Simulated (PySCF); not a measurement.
Trend along the fourth-period p block: MSn molecules

CCSD(T) with double-zeta basis sets in PySCF, for the lowest determinant that a PBE0 search found; no spin–orbit coupling. De refers to high-spin ground-configuration atoms.

```csv
M,basis,"reference, frozen orbitals",state (unpaired electrons),Re (Å),ωe (cm⁻¹),De (eV)
Ga,cc-pVDZ-PP,"UHF, 8","quartet (σ ↑, π ↑↑)",2.708,182,1.88
Ge,def2-SVP,"UHF, 13",triplet (π ↑↑),2.604,233,2.14
Se,def2-SVP,"RHF, 13",singlet (closed shell),2.370,320,4.13
Br,cc-pVDZ-PP,"UHF, 8",doublet (π ↑),2.554,241,3.00
```

The shortest bond is that of SnSe (2.370 Å), the longest that of GaSn (2.708 Å). SnSe is bound most strongly (4.13 eV) and GaSn least (1.88 eV).

The rows differ in basis set, which adds steps of its own.

The state changes along the series, so neighbouring rows are not always alike in their bonding.

Correlated steps freeze the inner cores (8 to 13 orbitals); shallow outer-core shells are correlated. Correlated levels converge slowly with the basis: in double zeta they bind strong bonds too weakly, by up to about 1 eV, and carry superposition errors of some tenths. These are scalar-relativistic numbers at best; spin–orbit coupling would shift them, the dissociation energy most. Where the molecule has an RHF reference, its open-shell atoms are computed with UHF. States were picked by a PBE0 search and need not be the measured ground states.
